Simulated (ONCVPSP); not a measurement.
Reading a pseudo-wave (phosphorus (P))

Columns: radius, all-electron u(r) and pseudo u(r) of the 2s shell (level -173.99 eV) of phosphorus in the configuration [He] 2s2 2p6 3s2 3p3; PBE, scalar-relativistic, ONCV scheme, ONCVPSP 4.0.1.

| r (bohr) | all-electron | pseudo |
| --- | --- | --- |
| 0.042 | -0.6495 | 0.1979 |
| 0.085 | -0.5381 | 0.3979 |
| 0.128 | -0.1411 | 0.5919 |
| 0.170 | 0.2966 | 0.7715 |
| 0.212 | 0.6868 | 0.9365 |
| 0.255 | 1.0006 | 1.0848 |
| 0.298 | 1.2223 | 1.2068 |
| 0.340 | 1.3584 | 1.2967 |
| 0.382 | 1.4274 | 1.3543 |
| 0.425 | 1.4440 | 1.3795 |
| 0.467 | 1.4206 | 1.3729 |
| 0.510 | 1.3679 | 1.3377 |
| 0.552 | 1.2970 | 1.2804 |
| 0.595 | 1.2125 | 1.2048 |
| 0.638 | 1.1213 | 1.1184 |
| 0.680 | 1.0300 | 1.0291 |
| 0.722 | 0.9395 | 0.9392 |
| 0.765 | 0.8499 | 0.8497 |
| 0.807 | 0.7666 | 0.7664 |
| 0.850 | 0.6867 | 0.6865 |
| 0.892 | 0.6143 | 0.6141 |
| 0.935 | 0.5461 | 0.5460 |
| 0.977 | 0.4855 | 0.4853 |
| 1.020 | 0.4292 | 0.4291 |
| 1.062 | 0.3797 | 0.3796 |
| 1.105 | 0.3343 | 0.3342 |

(1) How many radial nodes do the two functions have?

(2) At about which radius was the pseudo-wave matched?

(3) Is the pseudo-wave norm-conserving?

## Answers

(1) The all-electron 2s function has n − l − 1 = 1; the pseudo-wave has 0, since the states of the same l below it are removed with the core.

(2) 0.85 bohr. The columns agree to 0.0005 from 0.72 bohr on; several derivatives are matched, so the curves merge somewhat inside the radius.

(3) Yes: the ONCV scheme keeps the norm inside the radius equal to the all-electron one, which fixes the energy derivative of the logarithmic derivative at the level.
